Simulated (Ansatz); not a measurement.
Reaction (hydrogenolysis of the Al–N bond): `[NH2][AlH][N]([SiH3])[SiH3]` + H₂ → `[NH2][AlH2]` + `[SiH3]N[SiH3]`

Calculated with Ansatz (gas phase, PBE0-D4/def2-TZVP geometries, no zero-point term in ΔE). CCSD(T)/CBS is the MP2 limit (def2-TZVPP, def2-QZVPP) plus CCSD(T) − MP2 in def2-TZVPP, frozen cores. This one scheme is used for every species. Each species was taken in one conformer, which may not be the lowest.

`[NH2][AlH][N]([SiH3])[SiH3]`:

Z-matrix (Å, degrees):
```
Si
N 1 1.733
H 1 1.490 2 110.4
H 1 1.489 2 111.7 3 119.6
H 1 1.486 2 109.3 3 -120.0
Al 2 1.799 1 120.7 3 132.4
Si 2 1.731 1 117.1 3 -46.5
N 6 1.763 2 119.5 1 -178.8
H 6 1.575 2 120.2 1 1.0
H 7 1.489 2 112.1 1 79.7
H 7 1.489 2 110.3 1 -40.4
H 7 1.488 2 109.9 1 -160.1
H 8 1.006 6 126.4 2 -2.6
H 8 1.007 6 123.2 2 178.7
```

H₂:

```xyz
2

H     0.169   -0.288   -0.166
H    -0.169    0.288    0.166
```

`[NH2][AlH2]`:

```xyz
6

N    -0.401    0.218    0.819
Al    0.354   -0.192   -0.724
H    -0.220   -0.252    1.692
H    -1.074    0.955    0.953
H     1.394   -1.386   -0.745
H    -0.053    0.658   -1.996
```

`[SiH3]N[SiH3]`:

Z-matrix (Å, degrees):
```
Si
N 1 1.726
H 1 1.490 2 112.6
H 1 1.484 2 107.4 3 119.9
H 1 1.489 2 110.9 3 -120.0
Si 2 1.726 1 128.9 3 -109.8
H 2 1.011 1 115.5 3 66.2
H 6 1.490 2 112.6 1 109.8
H 6 1.484 2 107.4 1 -10.1
H 6 1.488 2 110.9 1 -130.1
```

| species | HF/def2-QZVPP energy (Eh) |
| --- | --- |
| `[NH2][AlH][N]([SiH3])[SiH3]` | -934.15792 |
| H₂ | -1.13348 |
| `[NH2][AlH2]` | -298.76514 |
| `[SiH3]N[SiH3]` | -636.50486 |

Task: Work out ΔE.

Result: ΔE = (-298.76514) + (-636.50486) − (-934.15792) − (-1.13348) = 0.02140 Eh = +0.58 eV. CCSD(T)/CBS gives +0.90 eV.

Largest T1 diagnostic among the species: 0.012.

In def2-TZVPP, CCSD(T) changes the Hartree–Fock value by +0.32 eV (the triples alone add +0.06 eV) and MP2 by +0.40 eV. The D4 term adds +0.18 eV with B3LYP and +0.10 eV with PBE0; it sums over pairs of atoms, weighted by their polarisabilities, and B3LYP, whose exchange is more repulsive, gets the larger term.

B3LYP here is the variant with VWN-RPA as its local correlation; programs differ in this.
